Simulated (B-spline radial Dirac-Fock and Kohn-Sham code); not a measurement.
# Pb²⁺ 4d5/2: cross section and angular parameters

System: lead as Pb²⁺, 1s2 2s2 2p6 3s2 3p6 3d10 4s2 4p6 4d10 4f14 5s2 5p6 5d10 6s2; threshold 429.8 eV (orbital energy of the model). Calculated with a B-spline atomic structure program, using Dirac-Hartree-Slater photoionisation with a Latter tail; cross sections with all multipoles, angular parameters from the dipole term and its interference with E2.

For linearly polarised light dσ/dΩ = σ/(4π) [1 + β P₂(cos θ) + (δ + γ cos²θ) sin θ cos φ], with θ from the polarisation vector and φ the angle between the beam and the projection of the electron momentum on the plane normal to the polarisation.

```
hν (eV)  σ (kb)       β       γ      δ
    482     288  -0.595   0.045  0.010
    490     298  -0.657   0.015  0.023
    603     371  -0.242  -0.096  0.157
    859     349   0.611   0.209  0.070
   1000     305   0.830   0.177  0.036
   1060     286   0.899   0.151  0.028
 1253.6     231   1.057   0.066  0.012
   1320     214   1.096   0.041  0.009
   1510     173   1.180  -0.014  0.006
   2800    50.9   1.351   0.051  0.026
 2984.4    43.9   1.354   0.088  0.030
   3000    43.4   1.354   0.091  0.030
   4000    21.5   1.343   0.314  0.049
 5414.7    9.56   1.295   0.628  0.076
   5580    8.79   1.288   0.663  0.079
   7720    3.43   1.203   1.056  0.120
   8710    2.38   1.165   1.209  0.139
   9000    2.15   1.154   1.251  0.145
  11200    1.08   1.077   1.533  0.188
  11500       ?       ?       ?      ?
  12000   0.861   1.052   1.622  0.204
  15000   0.411   0.966   1.901  0.262
```

Question: Give the values at 11500 eV.

Answer: σ = 0.989 kb, β = 1.068, γ = 1.567, δ = 0.194.
